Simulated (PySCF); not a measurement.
Radial density of Ti⁺ (titanium, charge +1)

UHF, [Ar] 3d2 4s1, high-spin 4F determinant. All numbers are calculated (PySCF 2.14, no relativity, point nucleus, in cc-pVTZ (7s6p4d2f1g, 68 functions)).

```json
{"r (bohr)": "0.00124", "4πr²ρ (e/bohr)": "0.1308", "4πr²(ρα − ρβ)": "0.0001"}
{"r (bohr)": "0.00209", "4πr²ρ (e/bohr)": "0.3564", "4πr²(ρα − ρβ)": "0.0001"}
{"r (bohr)": "0.00351", "4πr²ρ (e/bohr)": "0.9474", "4πr²(ρα − ρβ)": "0.0004"}
{"r (bohr)": "0.00591", "4πr²ρ (e/bohr)": "2.412", "4πr²(ρα − ρβ)": "0.0009"}
{"r (bohr)": "0.00994", "4πr²ρ (e/bohr)": "5.719", "4πr²(ρα − ρβ)": "0.0022"}
{"r (bohr)": "0.0167", "4πr²ρ (e/bohr)": "12.03", "4πr²(ρα − ρβ)": "0.0045"}
{"r (bohr)": "0.0281", "4πr²ρ (e/bohr)": "20.73", "4πr²(ρα − ρβ)": "0.0072"}
{"r (bohr)": "0.0473", "4πr²ρ (e/bohr)": "26.02", "4πr²(ρα − ρβ)": "0.0062"}
{"r (bohr)": "0.0795", "4πr²ρ (e/bohr)": "21.90", "4πr²(ρα − ρβ)": "-0.0008"}
{"r (bohr)": "0.134", "4πr²ρ (e/bohr)": "20.61", "4πr²(ρα − ρβ)": "0.0093"}
{"r (bohr)": "0.225", "4πr²ρ (e/bohr)": "28.01", "4πr²(ρα − ρβ)": "0.0814"}
{"r (bohr)": "0.379", "4πr²ρ (e/bohr)": "15.89", "4πr²(ρα − ρβ)": "0.3331"}
{"r (bohr)": "0.637", "4πr²ρ (e/bohr)": "8.258", "4πr²(ρα − ρβ)": "1.0256"}
{"r (bohr)": "1.07", "4πr²ρ (e/bohr)": "9.222", "4πr²(ρα − ρβ)": "1.3200"}
{"r (bohr)": "1.80", "4πr²ρ (e/bohr)": "2.358", "4πr²(ρα − ρβ)": "0.8593"}
{"r (bohr)": "3.03", "4πr²ρ (e/bohr)": "0.5339", "4πr²(ρα − ρβ)": "0.5049"}
{"r (bohr)": "5.10", "4πr²ρ (e/bohr)": "0.09313", "4πr²(ρα − ρβ)": "0.0931"}
{"r (bohr)": "8.57", "4πr²ρ (e/bohr)": "0.001043", "4πr²(ρα − ρβ)": "0.0010"}
```
